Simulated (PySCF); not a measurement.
PtF3, quartet: structure and spectrum

Level of theory: PySCF, UPBE0, basis Pt def2-SVP with ECP60, F def2-SVP (scalar-relativistic core potentials, no spin–orbit coupling, density fitting).

The structure is a saddle point with 1 imaginary mode.

```xyz
4
charge 0 multiplicity 4, angstrom
Pt    0.0598    0.0000    0.0000
F     1.9299    0.0000    0.0001
F    -1.2782    1.3828   -0.0001
F    -1.2782   -1.3828   -0.0001
```

```
Point group                                                                   : C2v
Bond lengths                                                                  : Pt–F 1.870 Å, Pt–F 1.924 Å (×2)
Bond angles                                                                   : F–Pt–F 91.9°, F–Pt–F 134.1° (×2)
Rotational constants                                                          : 0.232, 0.1262, 0.08176 cm⁻¹
Principal quadrupole moments (Buckingham, traceless) about the centre of mass : -5.59, -0.44, 6.04 D Å
Highest occupied level (α)                                                    : -8.87 eV
Spin squared ⟨S²⟩                                                             : 3.759
Lowest empty level (β)                                                        : -6.36 eV
Atomisation energy without zero-point energy                                  : 869 kJ/mol
Principal polarisabilities                                                    : 20.5, 34.3, 42.5 bohr³
Dipole moment                                                                 : 1.46 D
Zero-point energy (real modes)                                                : 12.9 kJ/mol
```

Harmonic modes (masses in u: Pt 194.965, F 18.998):
```tsv
symmetry	ω (cm⁻¹)	IR (km/mol)	μ (u)
b2	97i	–	22.34
b1	147	12.3	23.73
a1	173	3.2	20.25
b2	541	54.9	20.03
a1	633	8.9	19.65
a1	666	83.0	21.33
```

In C2v the vibrations span 2b2 + b1 + 3a1. Here b1 is antisymmetric to the molecular plane and b2 lies in it.

Charges (e):
```
atom  Mulliken  Löwdin  polar tensor  spin (Mulliken)  Mayer order to Pt1
 Pt1      0.97    0.50          1.41             1.95                   –
  F2     -0.31   -0.14         -0.50             0.32                1.02
F3,4     -0.33   -0.18         -0.45             0.37                0.95
```

Mulliken populations on Pt1 (electrons outside its core potential): s 2.66, p 6.30, d 8.02, f 0.04.

Only a few start shapes were tried, so a lower isomer may exist. With open d or f shells other occupations or spin states may lie lower. At this level a doublet minimum of C2v symmetry lies 82 kJ/mol below this structure. No spin–orbit coupling is included, which matters more the heavier the element.

The final relaxation and frequency run took about 3 core-minutes on a shared host.
